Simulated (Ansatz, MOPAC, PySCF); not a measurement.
Members of the series Al-XY, Y = silyl; each row names its spin state. All species are isolated molecules in the gas phase. One relaxed conformer stands for each flexible species; it need not be the lowest. Strings in code marks are SMILES.

Quantity: adiabatic spin-state energy, in kcal/mol. Semi-empirical values (MOPAC) are differences of heats of formation. Levels without diffuse functions put anions too high.

Level 1: B3LYP/aug-cc-pVTZ // B3LYP-D3(BJ)/def2-TZVPD (Ansatz, a first-principles code)
Level 2: LDA/aug-cc-pVTZ // B3LYP-D3(BJ)/def2-TZVPD (Ansatz)
Level 3: PBE-D3(BJ)/def2-TZVPD // B3LYP-D3(BJ)/def2-TZVPD (PySCF)
Level 4: AM1 // B3LYP-D3(BJ)/def2-TZVPD (MOPAC)

```
species                                                      level 1  level 2  level 3  level 4
-----------------------------------------------------------  -------  -------  -------  -------
`[SiH3][Al-][SiH3]`: multiplicity 3 minus multiplicity 1        14.4     14.7     12.1      ___
`[AlH-][SiH3]`: multiplicity 3 minus multiplicity 1             15.1     13.9     12.4    -5.43
`[C-]#[N+][Al-][SiH3]`: multiplicity 3 minus multiplicity 1     21.7     20.2      ___     2.72
`[AlH2][Al-][SiH3]`: multiplicity 3 minus multiplicity 1        4.03     4.90      ___      ___
`N#[C][Al-][SiH3]`: multiplicity 3 minus multiplicity 1         18.2      ___     14.6      ___
`[SiH3][Al-][SH]`: multiplicity 3 minus multiplicity 1          25.3     25.3     22.5     8.15
`C=[CH][Al-][SiH3]`: multiplicity 3 minus multiplicity 1        15.3     13.9     12.1      ___
```

Fill in the missing entries.


- `[SiH3][Al-][SiH3]`: multiplicity 3 minus multiplicity 1, level 4: -5.47
- `[C-]#[N+][Al-][SiH3]`: multiplicity 3 minus multiplicity 1, level 3: 18.1
- `[AlH2][Al-][SiH3]`: multiplicity 3 minus multiplicity 1, level 3: 2.90
- `[AlH2][Al-][SiH3]`: multiplicity 3 minus multiplicity 1, level 4: -2.42
- `N#[C][Al-][SiH3]`: multiplicity 3 minus multiplicity 1, level 2: 16.7
- `N#[C][Al-][SiH3]`: multiplicity 3 minus multiplicity 1, level 4: 0.12
- `C=[CH][Al-][SiH3]`: multiplicity 3 minus multiplicity 1, level 4: -3.08
